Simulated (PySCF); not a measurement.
HfO, SMILES [Hf]=[O], multiplicity 1. Atoms are numbered in the order given.

```xyz
2

Hf     0.0000     0.0000    -0.1739
O      0.0000     0.0000     1.5649
```

Geometry: PBE-D3(BJ)/def2-TZVPD. The multiplicity is an assumed one; other spin states were not compared. The def2 effective core potentials stand for the cores of Hf; spin–orbit coupling is left out.

Computed with PBE-D3(BJ)/def2-TZVPD run with PySCF.

Frequencies are harmonic and unscaled.

| mode | ν (cm⁻¹) | IR (km/mol) | moving atoms (share of kinetic energy) |
|---|---|---|---|
| 1 | 953 | 103.3 | O 92 %, Hf 8 % |
